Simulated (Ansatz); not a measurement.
Frontier orbitals of C₃H₈ClGaSi₂ (`[SiH3][SiH2][C]1=C[CH2][Ga]1[Cl]`).

| atom | x (Å) | y (Å) | z (Å) |
| --- | --- | --- | --- |
| Si1 | -1.214 | -2.270 | 1.189 |
| Si2 | -1.646 | -0.292 | 0.014 |
| C3 | -0.035 | 0.504 | -0.413 |
| C4 | 0.496 | 1.662 | 0.037 |
| C5 | 1.876 | 2.008 | -0.484 |
| Ga6 | 1.623 | 0.272 | -1.447 |
| Cl7 | 2.568 | -1.075 | -2.807 |
| H8 | -2.466 | -3.022 | 1.476 |
| H9 | -0.542 | -1.958 | 2.481 |
| H10 | -0.308 | -3.142 | 0.392 |
| H11 | -2.501 | 0.612 | 0.838 |
| H12 | -2.388 | -0.626 | -1.234 |
| H13 | -0.018 | 2.331 | 0.734 |
| H14 | 1.912 | 2.932 | -1.066 |
| H15 | 2.642 | 2.063 | 0.292 |

The species carries charge 0 and has multiplicity 1. Correlated methods include outer-core shells of Ga, which these sets cover unevenly. Scalar relativity is left out up to krypton. The geometry is a stationary point of PBE0-D4/def2-TZVP. It is one conformer, not always the lowest. Basis def2-TZVPP, the Gaussian-basis code of Ansatz.

A caution on the coupled-cluster cation, which keeps the state that its UHF reference found: it lies well above the hybrids' cation and may not be the lowest state; large T1 diagnostic of the cation.

```tsv
functional	HOMO (eV)	LUMO (eV)	gap (eV)
LDA (SPW92)	-6.48	-2.63	3.85
PBE	-6.32	-2.36	3.96
BLYP	-6.17	-2.24	3.93
r2SCAN	-6.57	-2.20	4.37
PBE0	-7.48	-1.50	5.98
HSE06 (plane-wave form)	-7.08	-1.87	5.21
BHLYP	-8.50	-0.61	7.89
ωB97X-V	-9.74	0.49	10.23
ωB97M-V	-9.60	0.31	9.91
```

Question: What is the vertical ionisation energy at frozen-core CCSD(T)/def2-TZVPP? (Estimate.)

Answer: Ansatz gave: 9.59 eV (T1 of the cation 0.054).

From PBE to PBE0 the HOMO moves by −1.16 eV and the LUMO by +0.86 eV, and with ωB97M-V by −3.28 and +2.67 eV, so the gap grows from 3.95 to 9.91 eV with exact exchange. A positive LUMO is unbound and depends on the basis. −ε(HOMO) differs from that ionisation energy by −3.27 eV with PBE and +0.02 eV with ωB97M-V.
